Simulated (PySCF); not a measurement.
Species: C₄H₉ClSSi.
InChI=1S/C4H9ClSSi/c1-6-7(5)4-2-3-4/h4,7H,2-3H2,1H3/t7-/m1/s1

Level of theory: PySCF, TDDFT CAM-B3LYP/def2-SVPD, vertical, gas phase, core orbitals frozen in the response. The structure is a single GFN2-xTB conformer in the gas phase; no vibrational or solvent corrections. Torsions of this conformer, `[CH3:1][S:2][Si@@H:3]([Cl:4])[CH:5]1[CH2:6][CH2:7]1`: C1–S2–Si3–Cl4 50°, S2–Si3–C5–C6 166°.

Orbital energies (eV): HOMO-3 -10.30, HOMO-2 -9.98, HOMO-1 -9.58, HOMO -8.27, LUMO 0.87, LUMO+1 1.23, LUMO+2 1.47.

Task: Among the lowest singlets, which states do these configurations lead, and at what energies: HOMO→LUMO+2, HOMO→LUMO?

Result: 

```
state  leading configuration  weight  Δε (eV)  E (eV)  E − Δε (eV)       f  other configurations
   S1              HOMO→LUMO    0.73     9.13    5.61        -3.53  0.0038           H→L+1 (10%)
   S2            HOMO→LUMO+2    0.61     9.74    6.52        -3.22   0.028           H→L+1 (24%)
```

E − Δε runs from -3.53 to -3.22 eV. Among themselves, these states come in the order of their orbital differences. Δε is the difference of the two orbital energies.

H and L stand for HOMO and LUMO. The other states: S3 6.82 eV, f 0.027, H→L+1 (31%), H→L+3 (25%), H→L (9%); S4 7.00 eV, f 0.0077, H→L+3 (53%), H→L+2 (13%), H→L+5 (10%); S5 7.31 eV, f 0.011, H-1→L (39%), H→L+4 (20%); S6 7.48 eV, f 0.053, H→L+4 (35%), H-1→L (33%); S7 7.65 eV, f 0.057, H→L+7 (42%), H→L+5 (26%), H→L+4 (8%); S8 7.70 eV, f 0.013, H→L+6 (23%), H→L+11 (20%), H→L+10 (12%).

Triplets, Tamm–Dancoff:

```tsv
state	E (eV)	λ (nm)	main configurations (H = HOMO, L = LUMO)
T1	5.24	236.8	H→L (67%)
T2	6.07	204.4	H→L+2 (35%), H→L+3 (18%), H→L+1 (18%)
T3	6.37	194.7	H→L+1 (31%), H→L+3 (18%), H→L (8%)
```

Summed over the main configurations (up to three a state, each over 8%) of all 8 singlets, the electron leaves HOMO with weight 4.97 and HOMO-1 with weight 0.72.

Without π bonds the low states are Rydberg-like; a valence basis with one diffuse set may place them up to an eV too high.
